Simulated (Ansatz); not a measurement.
The cluster Sn4⁺ (the lowest doublet isomer of a short search) was relaxed with B3LYP-D4 (def2-SVP) in Ansatz in these states: charge +1 doublet, charge +1 quartet. The geometries follow in no particular order.

In the def2 sets Sn takes a core potential; there is no spin–orbit coupling.

A:

```xyz
4

Sn   -1.540    0.693    0.329
Sn   -0.975   -0.932   -1.983
Sn    0.975    0.932    1.983
Sn    1.540   -0.693   -0.330
```

B:

```xyz
4

Sn    1.031   -0.910    0.481
Sn   -0.707    0.467    2.401
Sn    0.707   -0.467   -2.401
Sn   -1.032    0.909   -0.481
```

Task: Judge from the bond lengths which geometry belongs to which state (an estimate).

Result: A is the charge +1 quartet (Sn1–Sn4 3.441 Å, Sn1–Sn3 3.019 Å, Sn2–Sn4 3.019 Å); B is the charge +1 doublet (Sn1–Sn4 2.914 Å, Sn1–Sn3 2.933 Å, Sn2–Sn4 2.933 Å).

At PBE0-D4/def2-TZVP a doublet lies 0.85 eV below the charge +1 quartet. These are the stationary points nearest to one start from a short search; other shapes may lie lower in each state.
